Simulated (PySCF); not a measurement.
# Vibration and rotation of GaP⁺

UHF-CCSD(T) constants of GaP⁺, ⁴Σ⁻ (quartet), unpaired electrons σ ↑, π ↑↑ (PySCF, no relativity, basis sets Ga def2-TZVPPD, P def2-TZVPPD; masses 68.9256 and 30.9738 u):

```
ωe              : 134.8 cm⁻¹
ωexe            : 1.44 cm⁻¹
Be              : 0.10766 cm⁻¹
αe              : 0.00155 cm⁻¹
D (centrifugal) : 2.75e-07 cm⁻¹
De to Ga⁺ + P   : 0.420 eV
```

Task: Give the vibrational terms G(v) and spacings up to v = 3.

Result: G(v) = ωe(v+½) − ωexe(v+½)².

| v | G(v) (cm⁻¹) | G(v) − G(v−1) | Bv (cm⁻¹) |
| --- | --- | --- | --- |
| 0 | 67 |  | 0.1069 |
| 1 | 199 | 132 | 0.1053 |
| 2 | 328 | 129 | 0.1038 |
| 3 | 454 | 126 | 0.1022 |

Task: How well does the Morse estimate ωe²/(4ωexe) reproduce De, and what is D0?

Result: It gives 0.391 eV, 93 % of the computed De. D0 = De − G(0) = 0.420 − 0.008 = 0.412 eV.

Correlated steps freeze 14 core orbitals. Spin–orbit coupling is left out. For an ion De counts to the pair picked by the measured ionisation energies or electron affinities, which need not be the lowest pair at this level. The state is the lowest determinant that a PBE0 search found; another state may lie lower at other levels.
